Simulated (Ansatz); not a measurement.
**Two-coordinate energy map**

SiH2O2F (SMILES O[Si](O)F), doublet, PBE0-D4/def2-TZVP minimum:

| atom | x (Å) | y (Å) | z (Å) |
| --- | --- | --- | --- |
| O1 | -0.8873 | 1.0320 | -0.6263 |
| Si2 | 0.3829 | 0.0262 | -0.4465 |
| O3 | 0.3463 | -0.5607 | 1.0834 |
| F4 | 0.1594 | -1.1339 | -1.5163 |
| H5 | -1.0516 | 1.6588 | 0.0811 |
| H6 | 1.0923 | -1.0866 | 1.3785 |

Rows set the bond length Si2–O3 (Å; 1.639 at the minimum), columns the angle O3–Si2–F4 (°; 111.3), set in this order; the parts move rigidly, in a bend the first-named atom's side turns in the plane, and in a torsion the whole end group turns. CCSD(T) energies count from the value at that structure, in kcal/mol. Ansatz 0.2.0; basis: def2-TZVPP; cores frozen in the correlated methods; orbitals are unrestricted.

```json
{"Si2–O3 \\ O3–Si2–F4": "1.344", "87.3": "81.94", "99.3": "?", "111.3": "59.77", "123.3": "62.97", "135.3": "72.20"}
{"Si2–O3 \\ O3–Si2–F4": "1.514", "87.3": "25.89", "99.3": "11.63", "111.3": "7.80", "123.3": "10.56", "135.3": "?"}
{"Si2–O3 \\ O3–Si2–F4": "1.763", "87.3": "17.50", "99.3": "?", "111.3": "4.30", "123.3": "6.41", "135.3": "12.15"}
{"Si2–O3 \\ O3–Si2–F4": "2.054", "87.3": "40.34", "99.3": "33.26", "111.3": "31.17", "123.3": "32.44", "135.3": "?"}
```

(1) Fill in the withheld cells. (To be estimated.)

The T1 diagnostic stays at or below 0.019. ⟨S²⟩ of the unrestricted Hartree–Fock references: 0.75 to 0.78 (a pure state has 0.75).

Results:

(1) The calculation gives: (1.344, 99.3): 64.54; (1.514, 135.3): 18.33; (1.763, 99.3): 7.12; (2.054, 135.3): 36.04 kcal/mol. These count from the CCSD(T) energy at the PBE0-D4 minimum.

The same grid for a cheaper method: r2SCAN-D4 − CCSD(T), both counted from the minimum, in kcal/mol:
| Si2–O3 \ O3–Si2–F4 | 87.3 | 99.3 | 111.3 | 123.3 | 135.3 |
| --- | --- | --- | --- | --- | --- |
| 1.344 | -2.31 | -1.71 | -1.42 | -1.37 | -1.55 |
| 1.514 | -1.10 | -0.54 | -0.26 | -0.21 | -0.41 |
| 1.763 | -0.91 | -0.39 | -0.14 | -0.14 | -0.41 |
| 2.054 | -2.32 | -1.77 | -1.53 | -1.58 | -1.91 |

For scale, one of the runs: CCSD(T)/def2-TZVPP, 163 basis functions (an equivalent command: `ansatz run in.yaml --threads 4`). The run took 81 s on 4 CPU threads (shared host), with 3.4 GiB of host memory at its peak.
